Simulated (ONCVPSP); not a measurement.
**molybdenum: one change to an ONCV potential, before and after**

molybdenum, optimised norm-conserving Vanderbilt (ONCV), made with ONCVPSP 4.0.1 (PBE, scalar-relativistic). Core [Ar] 3d10, reference 4s2 4p6 4d5.5 5s0.5. Waves: 4s+5s: rc 2.05 bohr, ncon 4, nbas 8, qcut 5.3 1/bohr, 2 projectors; 4p: rc 1.50 bohr, ncon 4, nbas 8, qcut 10.3 1/bohr, 2 projectors, debl 4 Ha; 4d: rc 1.80 bohr, ncon 4, nbas 8, qcut 5.9 1/bohr, 3 projectors, debl 0.9 Ha. Local part: polynomial inside 1.20 bohr (lpopt 5, dvloc0 1 Ha). Core correction: polynomial model core, fcfact 0.35.

All-electron outer shells of the reference configuration (PBE, scalar-relativistic, ld1.x):

```csv
shell,level (eV),outermost node (bohr),outermost maximum (bohr)
3d,-219.76,–,0.32
4s,-63.19,0.51,0.99
4p,-37.39,0.52,1.08
5s,-3.74,1.35,3.00
4d,-2.97,0.53,1.40
```

Change: s: ncon 5, nbas 9.

Cutoffs: the cutoffs (Ha) at which the residual kinetic energy of the hardest occupied pseudo-wave falls to 1 and 0.1 mHa per electron; they do not see the model core or the augmentation charge, which bear on the density cutoff. Errors are all-electron minus pseudo energies relative to the spin-unpolarised reference configuration.

Question: What does the change do?

Answer: The potential gets neither clearly harder nor softer (31 Ha and 42 Ha → 31 Ha and 42 Ha); the p channel sets the loose cutoff, while the largest relative change is in s, which becomes harder; of the 4 tests that both files solve, the error grows in 0 and shrinks in 1 by more than 15 % and 0.3 meV (median size 0.4 → 0.5 meV); neither file shows a bound ghost.

```csv
quantity,base,changed
"cutoff, loose",31 Ha,31 Ha
"cutoff, tight",42 Ha,42 Ha
loose cutoff by channel,"s 5.9 Ha, p 31 Ha, d 16 Ha","s 11 Ha, p 31 Ha, d 16 Ha"
bound ghosts,none,none
GHOST(+) flags under 300 eV,s at 102.0 eV,none
"error for 4s2 4p6 4d5 5s1, meV [ΔE -0.28 eV]",+0.1,+0.2
"error for 4s2 4p6 4d5 5s0, meV [ΔE 6.61 eV]",-0.8,-0.7
"error for 4s2 4p6 4d4 5s0, meV [ΔE 22.07 eV]",0.0,-0.2
"error for 4s2 4p6 4d4 5s2, meV [ΔE -0.08 eV]",-5.1,-4.3
s: phases at 2.08 bohr within 0.05 rad from the reference energy up to (Ha; the scan ends near 5),3.2,3.7
p: phases at 1.53 bohr within 0.05 rad from the reference energy up to (Ha; the scan ends near 5),to the end of the scan,to the end of the scan
d: phases at 1.83 bohr within 0.05 rad from the reference energy up to (Ha; the scan ends near 5),to the end of the scan,to the end of the scan
"rms error of d²Exc/dni dnj with the model core, mHa",2.08,1.93
```
